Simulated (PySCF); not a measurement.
Pb(Cl)(OH) (ClHOPb), SMILES [Cl][Pb][OH] (connectivity only; charge and spin as stated), neutral, multiplicity 1.

Geometry optimised at B3LYP-D3(BJ)/def2-TZVP. The def2 effective core potentials stand for the cores of Pb; spin–orbit coupling is left out. The values are those of a single conformer.

Computed with IEF-PCM-M06-2X/def2-SVP (PySCF).

The values are the electrostatic part of the solvation free energy, E(continuum) − E(gas) at the gas-phase geometry, in a cavity of scaled van der Waals radii (PySCF's table); cavitation and dispersion terms are not included. A continuum can't describe solvent molecules that bind to the metal. In vacuum the orbital gap is 7.07 eV. The dipole moment in vacuum is 5.62 D.

```csv
solvent,ε,ΔG(elec) (kcal/mol),dipole (D),gap (eV)
water,78.36,-15.1,7.61,7.59
acetonitrile,35.69,-14.7,7.56,7.58
2-propanol,19.26,-14.1,7.48,7.56
```
